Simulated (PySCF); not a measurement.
GeI2 (SMILES [I][Ge][I]), singlet, geometry from GFN2-xTB (core potentials on I); DF-PBE0/def2-TZVP run with PySCF.

Input for PySCF:
```python
from pyscf import gto, scf, dft

mol = gto.Mole()
mol.atom = '''
    Ge    0.001533   -0.009692    1.226571
    I     1.015670   -1.735556   -0.385293
    I    -1.016596    1.741408   -0.355278
'''
mol.basis = 'def2-tzvp'
mol.ecp = {'I': 'def2-tzvp'}
mol.charge = 0
mol.spin = 0
mol.verbose = 4
mol.build()

mf = dft.RKS(mol)
mf.xc = 'pbe0'
mf.conv_tol = 1e-7
mf = mf.density_fit(auxbasis='def2-universal-jkfit')
mf.kernel()
mf.analyze()
```

It wrote (shortened):

```
PySCF version 2.14.0

[INPUT] verbose = 4
[INPUT] num. atoms = 3
[INPUT] num. electrons = 82
[INPUT] charge = 0
[INPUT] spin (= nelec alpha-beta = 2S) = 0
[INPUT] symmetry False subgroup None
[INPUT] Mole.unit = angstrom
[INPUT] Symbol           X                Y                Z      unit          X                Y                Z       unit  Magmom
[...]
nuclear repulsion = 411.562300941172
number of shells = 48
number of NR pGTOs = 290
number of NR cGTOs = 148
basis = def2-tzvp
ecp = {'I': 'def2-tzvp'}

******** <class 'pyscf.df.df_jk.DFRKS'> ********
method = DFRKS
initial guess = minao
damping factor = 0
level_shift factor = 0
DIIS = <class 'pyscf.scf.diis.CDIIS'>
diis_start_cycle = 1
diis_space = 8
diis_damp = 0
SCF conv_tol = 1e-07
SCF conv_tol_grad = None
SCF max_cycles = 50
direct_scf = False
XC library pyscf.dft.libxc version 7.1.2
    S. Lehtola, C. Steigemann, M. J. T. Oliveira, and M. A. L. Marques,  SoftwareX 7, 1–5 (2018)
XC functionals = pbe0
    C. Adamo and V. Barone,  J. Chem. Phys. 110, 6158 (1999)
    M. Ernzerhof and G. E. Scuseria,  J. Chem. Phys. 110, 5029 (1999)
radial grids:
    Treutler-Ahlrichs [JCP 102, 346 (1995); DOI:10.1063/1.469408] (M4) radial grids

becke partition: Becke, JCP 88, 2547 (1988); DOI:10.1063/1.454033
pruning grids: <function nwchem_prune>
grids dens level: 3
symmetrized grids: False
atomic radii adjust function: <function treutler_atomic_radii_adjust>
small_rho_cutoff = 0
Set gradient conv threshold to 0.000316228
Initial guess from minao.
tot grids = 64560
******** <class 'pyscf.df.df.DF'> ********
auxbasis = def2-universal-jkfit
init E= -2586.89532299646
[...]
cycle= 1 E= -2668.34769156705  delta_E= -81.5  |g|= 4.83  |ddm|= 27.1
[...]
cycle= 2 E= -2661.74748805041  delta_E=  6.6  |g|= 6.55  |ddm|= 15.5
[...]
cycle= 3 E= -2671.33036474852  delta_E= -9.58  |g|= 1.65  |ddm|= 11.8
[...]
cycle= 4 E= -2671.76797960585  delta_E= -0.438  |g|= 1.47  |ddm|= 4.07
[...]
cycle= 5 E= -2672.23552743136  delta_E= -0.468  |g|= 0.319  |ddm|= 1.06
[...]
cycle= 6 E= -2672.26805765201  delta_E= -0.0325  |g|= 0.13  |ddm|= 0.455
[...]
cycle= 7 E= -2672.27045439407  delta_E= -0.0024  |g|= 0.0413  |ddm|= 0.107
[...]
cycle= 8 E= -2672.27071232567  delta_E= -0.000258  |g|= 0.00509  |ddm|= 0.043
[...]
cycle= 9 E= -2672.27072137037  delta_E= -9.04e-06  |g|= 0.00261  |ddm|= 0.0102
[...]
cycle= 10 E= -2672.27072338986  delta_E= -2.02e-06  |g|= 0.000485  |ddm|= 0.00282
[...]
cycle= 11 E= -2672.27072347881  delta_E= -8.89e-08  |g|= 0.000169  |ddm|= 0.000842
[...]
Extra cycle  E= -2672.27072348062  delta_E= -1.81e-09  |g|= 0.000179  |ddm|= 0.000274
converged SCF energy = -2672.27072348062
**** SCF Summaries ****
Total Energy =                       -2672.270723480621200
Nuclear Repulsion Energy =             411.562300941171770
One-electron Energy =                -4752.041459096962171
Two-electron Energy =                 1668.208434675168974
Two-electron Coulomb Energy =         1791.483524215829675
DFT Exchange-Correlation Energy =     -123.275089540660588
HOMO-LUMO gap [eV] =                     3.924083671243395
**** MO energy ****
[...]
WARN: Weak orthogonality for localized orbitals 2.179111309401456e-09

Dipole moment(X, Y, Z, Debye):  0.00180, -0.01130,  1.42775
```
